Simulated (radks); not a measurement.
Ge4+, 28 electrons, occupied as [Ar] 3d10. Method: scalar-relativistic Kohn-Sham, r2SCAN, spin-polarised, spherical densities, finite nucleus; meta-GGA in the generalised Kohn-Sham scheme; Fermi nuclear charge, rms radius 4.0742 fm; computed with a radial shooting solver on a logarithmic mesh with Libxc functionals.

Unscreened Slater integrals over Kohn-Sham orbitals (eV). They are taken over the spin-up orbitals.

| integral | value |
|---|---|
| F0(3d,3d) | 35.100 |
| F2(3d,3d) | 16.498 |
| F4(3d,3d) | 10.315 |
| F0(3d,3p) | 36.400 |
| F2(3d,3p) | 17.359 |
| G1(3d,3p) | 21.281 |
| G3(3d,3p) | 13.038 |
| F0(3d,3s) | 36.967 |
| G2(3d,3s) | 16.214 |
| F0(3p,3p) | 38.095 |
| F2(3p,3p) | 19.078 |
| F0(3p,3s) | 38.685 |
| G1(3p,3s) | 25.612 |
| F0(3s,3s) | 39.334 |
